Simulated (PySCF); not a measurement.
## Converging GeCl⁺ in the basis (MP2)

PySCF, RHF reference; singlet, unpaired electrons none; De to Ge⁺ + Cl without counterpoise correction. Frozen cores follow the default of each basis and core potential.

```json
{"basis": "cc-pVDZ-PP/cc-pV(D+d)Z", "relativity": "scalar-relativistic core potentials", "functions": "46", "Re (Å)": "2.072", "ωe (cm⁻¹)": "514", "De (eV)": "4.29", "frozen orbitals": "9"}
{"basis": "def2-SVP", "relativity": "no relativity", "functions": "50", "Re (Å)": "2.064", "ωe (cm⁻¹)": "522", "De (eV)": "4.37", "frozen orbitals": "14"}
{"basis": "def2-TZVPPD", "relativity": "no relativity", "functions": "105", "Re (Å)": "2.054", "ωe (cm⁻¹)": "524", "De (eV)": "4.74", "frozen orbitals": "14"}
```

How does each smaller set differ from the one with most functions, def2-TZVPPD?

cc-pVDZ-PP/cc-pV(D+d)Z: +1.8 pm, -1.9 % in ωe, -0.45 eV in De; def2-SVP: +1.0 pm, -0.4 % in ωe, -0.37 eV in De. All at MP2; the set with most functions is neither the basis-set limit nor always the best. The rows treat relativity differently, so the differences are not basis effects alone.

Correlated steps freeze the inner cores (9 to 14 orbitals); shallow outer-core shells are correlated. Correlated levels converge slowly with the basis: in double zeta they bind strong bonds too weakly, by up to about 1 eV, and carry superposition errors of some tenths. For an ion De counts to the pair picked by the measured ionisation energies or electron affinities, which need not be the lowest pair at this level. Where the molecule has an RHF reference, its open-shell atoms are computed with UHF.
